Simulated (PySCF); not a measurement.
Working out the ionisation energy of Si²⁺

Si²⁺ [Ne] 3s2 (1S) → Si³⁺ [Ne] 3s1 (2S). Computed with PySCF 2.14 in x2c-QZVPPall with one added diffuse shell each of s, p, d, f type (10s7p5d3f1g, 86 functions), with scalar relativity by spin-free X2C-1e. Frozen: 1s2. Energies in hartree (1 hartree = 27.21139 eV):

```csv
part,Si²⁺ (lower),Si³⁺ (upper)
UHF,-288.601186,-287.424495
MP2 opposite-spin,-0.159476,-0.121107
MP2 same-spin,-0.054193,-0.049617
```

Q: What does Hartree-Fock give?

A: (-287.424495) − (-288.601186) = 1.176691 hartree = 32.019 eV.

Q: What do MP2 and SCS-MP2 (6/5 opposite-spin, 1/3 same-spin) give?

A: The opposite-spin parts differ by 1.044 eV and the same-spin parts by 0.125 eV. MP2: 32.019 + (1.044) + (0.125) = 33.188 eV. SCS-MP2: 32.019 + 1.2 × (1.044) + (0.125)/3 = 33.313 eV.

Measured between the centres of the two terms (NIST): 33.493 eV, so MP2 (valence and next inner shell) is off by -0.305 eV.

What remains against the reference includes basis incompleteness, the frozen core and correlation beyond second order.
